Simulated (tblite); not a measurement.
Species: C6H13O (doublet state).
Z-matrix (Å and degrees, GFN2-xTB geometry), rows numbered from 1:
```
C 
C   1  1.4777
C   2  1.5492  1  108.92
C   2  1.5317  1  110.70  3   119.30
C   2  1.5440  1  110.28  3  -117.46
C   5  1.5296  2  113.36  1   -59.20
O   6  1.4092  5  112.21  2   167.70
H   1  1.0719  2  120.94  3  -100.57
H   1  1.0726  2  120.07  3    71.89
H   3  1.0878  2  110.21  1   179.59
H   3  1.0871  2  110.41  1   -60.17
H   3  1.0872  2  110.13  1    59.66
H   4  1.0867  2  110.75  1    55.54
H   4  1.0875  2  110.08  1   -64.06
H   4  1.0878  2  110.62  1   176.21
H   5  1.0923  2  108.84  1    60.54
H   5  1.0939  2  109.36  1   178.23
H   6  1.0987  5  110.62  2   -69.01
H   6  1.0930  5  109.64  2    50.60
H   7  0.9637  6  108.58  5    57.45
```

Method: GFN2-xTB as coded in tblite; computed harmonic values from a numerical Hessian at the method's own geometry, unscaled. This tight-binding method is rough: wavenumbers can miss measured ones by several per cent, in bad cases by 10 to 20. One conformer, not necessarily the lowest. Open shells enter through the occupations alone, without spin polarisation, and single modes of such species can be off by tens of per cent.

Harmonic wavenumbers (cm⁻¹): 77.7, 93.3, 124.0, 177.3, 211.4, 244.7, 300.3, 320.4, 330.5, 359.4, 407.9, 432.6, 466.6, 533.3, 805.4, 816.9, 915.6, 940.5, 960.4, 990.3, 1008.0, 1016.7, 1042.9, 1092.5, 1124.0, 1148.4, 1230.1, 1246.7, 1288.0, 1304.4, 1324.9, 1351.7, 1388.3, 1398.3, 1415.3, 1480.2, 1482.6, 1491.5, 1495.9, 1501.6, 1512.8, 2882.3, 2949.6, 2973.3, 2981.5, 3020.6, 3030.0, 3033.3, 3038.8, 3041.0, 3048.0, 3135.1, 3178.7, 3543.6.

A = 4322, B = 1454, C = 1425 MHz; mass 101.097 u (most abundant isotopes); point group C1, symmetry number 1; spin multiplicity 2.

**Question.** Zero-point energy?

**Answer.** ½Σν̃ = 38355 cm⁻¹ = 109.66 kcal/mol.

**Question.** What is S at 400 K and 1 bar for an ideal gas of classical rigid rotors and harmonic oscillators?

**Answer.** Translation 41.24, rotation 28.85, vibration 36.63, spin (R ln 2) 1.38: S = 108.1 cal/(mol K).

**Question.** And Cp and H(400 K) − H(0)?

**Answer.** Cp = 47.37 cal/(mol K), of which vibrations give 39.43 (their classical limit is 54 R = 107.3); H(400 K) − H(0) = 11.13 kcal/mol without the zero-point energy, 7.95 from vibrations.

**Question.** Blend soft modes into free rotors: weight 1/[1 + (100 cm⁻¹/ν̃)⁴] for the oscillator and the rest for a rotor with moment μB/(μ + B), μ = h/(8π²ν), B = 10⁻⁴⁴ kg m². What vibrational entropy results?

**Answer.** 35.03 cal/(mol K) in place of 36.63, which changes −T·S at 400 K by +0.64 kcal/mol.

**Question.** Which modes carry the vibrational entropy at 400 K?

**Answer.** 77.7 cm⁻¹: 4.53; 93.3 cm⁻¹: 4.17; 124.0 cm⁻¹: 3.61; 177.3 cm⁻¹: 2.91; 211.4 cm⁻¹: 2.58; 244.7 cm⁻¹: 2.30 cal/(mol K); the other 48 give 16.53 together.

Hindered rotation and anharmonicity are outside this model. Other conformers, if any are populated, would add a mixing term that is left out. The structure is chiral; the term R ln 2 for an equal mix with its mirror image is left out.

The run took 0.62 s of wall time on one thread of an Intel Xeon Platinum 8488C, on a shared host. This covers the Hessian and the dipole derivatives.
